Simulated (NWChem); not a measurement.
# C$_{3}$H$_{3}$NO$_{2}$; SMILES O=C1COC=N1

```xyz
9

O     -0.0386     2.0402     0.0000
C      0.0306     0.8366     0.0000
C     -1.1538    -0.1472     0.0000
O     -0.5133    -1.4388     0.0000
C      0.8071    -1.1672     0.0000
N      1.2161     0.0504     0.0000
H     -1.7747    -0.0544     0.8948
H     -1.7747    -0.0544    -0.8948
H      1.4453    -2.0453     0.0000
```
Atoms are numbered in this order, from 1.

All runs: NWChem. Pople sets run with spherical d functions. Coordinates come from a B3LYP/6-31G* (spherical d) optimisation. B3LYP is NWChem's, with the RPA form of VWN correlation. Level: B3LYP/6-31G* with SMD (1 M gas to 1 M solution), gas-phase geometry.

For solvent water:

```yaml
solvation free energy (kcal/mol): -10.0
cavity-dispersion-structure term (kcal/mol): 2.5
dipole in solution (D): 5.16
```

**Question.** What are these values for solvent toluene?

**Answer.** The solvation free energy (kcal/mol) comes out as -5.8. The cavity-dispersion-structure term (kcal/mol) is -0.9 and the dipole in solution (D) is 4.26.
